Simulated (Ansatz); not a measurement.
Ansatz (an electronic-structure program) input (B3LYP/STO-3G):

Ansatz 0.2 input:
```yaml
crystal:
  periodic: [false, false, false]
  atoms:
    - {symbol: C, position_ang: [1.91104400, 0.13219500, 0.19550200]}
    - {symbol: Ge, position_ang: [0.02851600, 0.00178100, 0.00242500]}
    - {symbol: F, position_ang: [-0.71854800, 1.53360100, -0.24060400]}
    - {symbol: F, position_ang: [-0.48006100, -0.95976900, -1.33361100]}
    - {symbol: F, position_ang: [-0.72329200, -0.70541400, 1.38000600]}
    - {symbol: H, position_ang: [2.46992700, 0.88939100, -0.33602900]}
    - {symbol: H, position_ang: [2.44841600, -0.55529700, 0.83331500]}
basis:
  gaussian:
    orbitals: STO-3G
hamiltonian:
  xc: {name: B3LYP}
magnetization: {spin_polarized: true, initial_magnetization: 1}
output: {forces: true}
```

Output:

```
Functional definition: B3LYP
integrals: 0.01 GiB planned
501 factors; integrals over basis functions are off by at most 2.9e-5 eV
mean field: 0.24 GiB planned
mean field evaluation 1: about -64926.8811 eV, gradient 5.6e1 eV
mean field evaluation 2: about -64923.0664 eV, gradient 5.6e1 eV
mean field evaluation 4: about -64952.8436 eV, gradient 8.2e0 eV
mean field evaluation 8: about -64953.3737 eV, gradient 2.5e-2 eV
mean field evaluation 16: about -64953.3648 eV, gradient 3.7e-5 eV
mean field -64953.36484293 eV, -2386.9921310056 hartree, gradient 3.7e-5 eV, S^2 0.754647; 0 other end points of the search recorded, 0 dependent functions left out
the calculation of the forces begins
reference -64953.36498967 eV, -2386.9921363984 hartree; 34, 33 occupied and 6, 7 virtual orbitals, 501 factors
Total energy: -64953.36498967 eV, -2386.9921363984 hartree
Atom 0 at     1.911044     0.132195     0.195502 Å, force    -2.878022    -0.205082    -0.305138 eV/Å
Atom 1 at     0.028516     0.001781     0.002425 Å, force     1.213705     0.062087     0.083171 eV/Å
Atom 2 at    -0.718548     1.533601    -0.240604 Å, force     0.218719    -0.682939     0.097740 eV/Å
Atom 3 at    -0.480061    -0.959769    -1.333611 Å, force     0.138731     0.447921     0.622149 eV/Å
Atom 4 at    -0.723292    -0.705414     1.380006 Å, force     0.216803     0.302419    -0.611902 eV/Å
Atom 5 at     2.469927     0.889391    -0.336029 Å, force     0.548480     0.289347    -0.146694 eV/Å
Atom 6 at     2.448416    -0.555297     0.833315 Å, force     0.541584    -0.213754     0.260674 eV/Å
Dipole moment:     0.235979     0.013420     0.019447 e Å
```

The geometry given is a B3LYP-D3(BJ)/def2-TZVP minimum.
